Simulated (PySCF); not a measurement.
# Nb³⁷⁺ (niobium, charge +37): Hartree-Fock from Schrödinger to Dirac-Coulomb-Breit

Occupied: 1s1/2, 2s1/2. Hartree-Fock calculated with PySCF 2.14 in an uncontracted even-tempered set (19 s from 5.3 bohr⁻², ratio 2.3; 14 p from 6.4 bohr⁻², ratio 2.3), Gaussian nucleus throughout. NR is non-relativistic, sf-X2C the spin-free one-electron X2C Hamiltonian, X2C adds the bare one-electron spin-orbit term, X2C-SNSO screens it by Boettger's factors, DC is four-component Dirac-Coulomb, and the Gaunt and Breit terms are added at first order (total energies over the DC spinors, levels after relaxing the spinors in that mean field). QED terms are absent. Levels marked empty are virtual spinors of this ion.

```
Hamiltonian  E (hartree)  E − E(DC) (hartree)  CPU seconds
         NR   -2037.6171              49.3199         0.29
     sf-X2C   -2086.3926               0.5444         0.17
        X2C   -2086.3926               0.5444         0.17
   X2C-SNSO   -2086.3926               0.5444         0.17
         DC   -2086.9370               0.0000            3
   DC+Gaunt   -2085.8074               1.1296          4.9
   DC+Breit   -2085.8296               1.1074           41
```

```tsv
level (eV)	NR	sf-X2C	X2C	X2C-SNSO	DC	DC+Gaunt	DC+Breit
1s1/2	-21750.2	-22231.8	-22231.8	-22231.8	-22244.9	-22217.8	-22218.1
2s1/2	-5118.7	-5261.9	-5261.9	-5261.9	-5263.3	-5260.3	-5260.6
2p1/2 (empty)	-4890.1	-4943.6	-5023.1	-5019.0	-5020.1	-5014.6	-5015.4
2p3/2 (empty)	-4890.1	-4943.6	-4906.8	-4908.6	-4908.8	-4905.6	-4906.4
3s1/2 (empty)	-2158.2	-2205.5	-2205.5	-2205.5	-2205.9	-2205.0	-2205.2
```

```csv
interval (eV),X2C,X2C-SNSO,DC,DC+Gaunt,DC+Breit
2p3/2 − 2p1/2,116.3,110.5,111.3,109.0,109.0
```

Weight of the small component: 1s1/2 0.0225, 2s1/2 0.00526, 2p1/2 0.00515, 2p3/2 0.00503, 3s1/2 0.00218.

Koopmans' value for the highest occupied level at DC+Breit: 5260.6 eV, against an ionisation energy of 5265 ± 5 eV (semi-empirical (NIST evaluation); NIST Atomic Spectra Database, ionization energies); the former lacks relaxation, correlation, QED and recoil.

The whole ladder took 51 s of wall time on 1 thread of Neoverse-V2 (shared host), launched as `OMP_NUM_THREADS=1 python relrun2.py TASK.json OUT` (a driver that calls PySCF for each Hamiltonian).
